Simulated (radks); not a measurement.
Values are calculated unless marked as measured or tabulated.
Initial-state core-level shifts of the argon ion Ar+ when its valence configuration changes from [Ne] 3s2 3p5. Level of theory: scalar-relativistic Kohn-Sham, PBE, spin-unpolarised, spherical densities, point nucleus (a radial shooting solver on a logarithmic mesh with Libxc functionals). Shifts are changes of the shell-averaged eigenvalues in eV (positive: less bound).

valence          1s      2s      2p
3s1.5 3p5.5  -0.623  -0.630  -0.618
3s1 3p6      -1.232  -1.248  -1.224
